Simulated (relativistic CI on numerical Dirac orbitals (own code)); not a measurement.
Hyperfine structure of Zr35+, mass number 91

Method of calculation: Dirac-Coulomb-Breit CI, separate exchange-only KLI orbitals for each configuration, a model potential for QED, unscaled Slater integrals (own radial code, finite nucleus).

Configurations in the expansion (outside the closed core 1s2): 2s2 2p, 2s 2p2, 2p3, 2p2 3s, 2p2 3p, 2p2 3d, 2s2 3s, 2s2 3p, 2s2 3d, 2s 2p 3s, 2s 2p 3p, 2s 2p 3d, 2s2 4s, 2s2 4p, 2s2 4d, 2s2 4f. Levels of other configurations are missing.

Nuclear spin I = 5/2, μ = -1.3022 μN, Q = -0.176 b (tables of Stone and Pyykkö). The electronic factors are computed for point nuclear moments, without core polarisation or the Bohr-Weisskopf and QED corrections.

| Level | E (cm⁻¹) | A (GHz) | B (GHz) |
| --- | --- | --- | --- |
| 2s2 2p 2P°_1/2 | 0 | -359.6 |  |
| 2s2 2p 2P°_3/2 | 779130 | -63.24 | -39.2 |
| 2s 2p2 4P_1/2 | 827233 | -968.5 |  |
| 2s 2p2 4P_3/2 | 1376065 | -293.4 | -31.4 |
| 2s 2p2 4P_5/2 | 1551152 | -325.6 | -5.14 |
| 2s 2p2 2D_3/2 | 1856269 | 7.835 | -34.9 |
| 2s 2p2 2P_1/2 | 1910669 | 177.5 |  |
| 2s 2p2 2D_5/2 | 2316848 | -287 | -34.1 |

Levels with J = 0, under 50 % of one LS term, or S terms without an open s electron are left out. Small factors come from cancelling terms and can be off by tens of per cent or more.

At this charge energies of transitions that change n are usually good to better than 1 %, and those within a shell (Δn = 0) to a few per cent.

**Question.** Give the hyperfine levels of 2s2 2p 2P°_1/2 relative to its centre of gravity.

**Answer.** With K = F(F + 1) − I(I + 1) − J(J + 1), E = AK/2: F = 2: 629.3, F = 3: -449.5 GHz.

LS names give the leading component of a level, which can be under half, so a name can repeat, a term be missing and a line seem to break the LS rules.
